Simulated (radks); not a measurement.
Values are calculated unless marked as measured or tabulated.
Ti, configuration [Ar] 3d2 4s2. Level of theory: scalar-relativistic Kohn-Sham, r2SCAN, spin-unpolarised, spherical densities, finite nucleus; meta-GGA in the generalised Kohn-Sham scheme; Fermi nuclear charge, rms radius 3.5921 fm (a radial shooting solver on a logarithmic mesh with Libxc functionals).

Unscreened Slater integrals over Kohn-Sham orbitals (eV).

| integral | value |
|---|---|
| F0(3d,3d) | 15.934 |
| F2(3d,3d) | 7.0595 |
| F4(3d,3d) | 4.3374 |
| F0(3d,4s) | 8.5834 |
| G2(3d,4s) | 1.4624 |
| F0(3d,3p) | 18.669 |
| F2(3d,3p) | 8.4979 |
| G1(3d,3p) | 10.548 |
| G3(3d,3p) | 6.2971 |
| F0(3d,3s) | 19.203 |
| G2(3d,3s) | 7.8750 |
| F0(4s,4s) | 6.9464 |
| F0(4s,3p) | 8.9708 |
| G1(4s,3p) | 0.48485 |
| F0(4s,3s) | 9.0184 |
| G0(4s,3s) | 0.33337 |
| F0(3p,3p) | 22.658 |
| F2(3p,3p) | 11.383 |
| F0(3p,3s) | 23.457 |
| G1(3p,3s) | 15.601 |
| F0(3s,3s) | 24.347 |

Derived for the open shells (J is the average intra-shell exchange parameter used in DFT+U). 3d: Racah B = F2/49 - 5 F4/441 = 0.09489 eV, C = 35 F4/441 = 0.3442 eV, C/B = 3.63, F4/F2 = 0.614, J = (F2 + F4)/14 = 0.8141 eV.
